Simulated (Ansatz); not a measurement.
Reaction (formal hydrolysis of the Si–F bond): `C[SiH](Cl)[SiH2]F` + H₂O → `C[SiH](Cl)[SiH2]O` + H–F

Calculated with Ansatz (gas phase, PBE0-D4/def2-TZVP geometries, no zero-point term in ΔE). CCSD(T)/CBS is the MP2 limit (def2-TZVPP, def2-QZVPP) plus CCSD(T) − MP2 in def2-TZVPP, frozen cores. This one scheme is used for every species. Functionals use def2-TZVPP. B3LYP here is the variant with VWN-RPA as its local correlation; programs differ in this. Each species was taken in one conformer, which may not be the lowest.

```json
{"level": "PBE-D4", "ΔE (kJ/mol)": "37.2", "difference from CCSD(T)/CBS": "-2.8"}
{"level": "r2SCAN-D4", "ΔE (kJ/mol)": "40.2", "difference from CCSD(T)/CBS": "0.2"}
{"level": "PBE0-D4", "ΔE (kJ/mol)": "37.2", "difference from CCSD(T)/CBS": "-2.8"}
{"level": "B3LYP-D4", "ΔE (kJ/mol)": "40.8", "difference from CCSD(T)/CBS": "0.8"}
{"level": "ωB97M-V", "ΔE (kJ/mol)": "40.1", "difference from CCSD(T)/CBS": "0.1"}
{"level": "B2PLYP", "ΔE (kJ/mol)": "42.7", "difference from CCSD(T)/CBS": "2.7"}
{"level": "PBE", "ΔE (kJ/mol)": "40.2", "difference from CCSD(T)/CBS": "0.2"}
{"level": "r2SCAN", "ΔE (kJ/mol)": "41.0", "difference from CCSD(T)/CBS": "1.0"}
{"level": "HF/def2-TZVPP", "ΔE (kJ/mol)": "49.1", "difference from CCSD(T)/CBS": "9.1"}
{"level": "MP2/def2-TZVPP", "ΔE (kJ/mol)": "36.8", "difference from CCSD(T)/CBS": "-3.2"}
{"level": "SCS-MP2/def2-TZVPP", "ΔE (kJ/mol)": "40.1", "difference from CCSD(T)/CBS": "0.1"}
{"level": "CCSD/def2-TZVPP", "ΔE (kJ/mol)": "40.4", "difference from CCSD(T)/CBS": "0.4"}
{"level": "CCSD(T)/def2-TZVPP", "ΔE (kJ/mol)": "38.6", "difference from CCSD(T)/CBS": "-1.4"}
{"level": "MP2/def2-QZVPP", "ΔE (kJ/mol)": "38.1", "difference from CCSD(T)/CBS": "-1.9"}
{"level": "MP2/CBS(def2)", "ΔE (kJ/mol)": "38.1", "difference from CCSD(T)/CBS": "-1.9"}
{"level": "CCSD/CBS(def2)", "ΔE (kJ/mol)": "41.8", "difference from CCSD(T)/CBS": "1.8"}
{"level": "CCSD(T)/CBS", "ΔE (kJ/mol)": "40.0", "difference from CCSD(T)/CBS": "0"}
```

Largest T1 diagnostic among the species: 0.011.

In def2-TZVPP, CCSD(T) changes the Hartree–Fock value by −10.5 kJ/mol (the triples alone add −1.8 kJ/mol) and MP2 by −12.3 kJ/mol. The D4 term adds −4.8 kJ/mol with B3LYP and −2.6 kJ/mol with PBE0; it sums over pairs of atoms, weighted by their polarisabilities, and B3LYP, whose exchange is more repulsive, gets the larger term.

CCSD(T)/CBS has its own doubt, a few kJ/mol and more with outer-core shells, so smaller differences from it don't rank the levels.
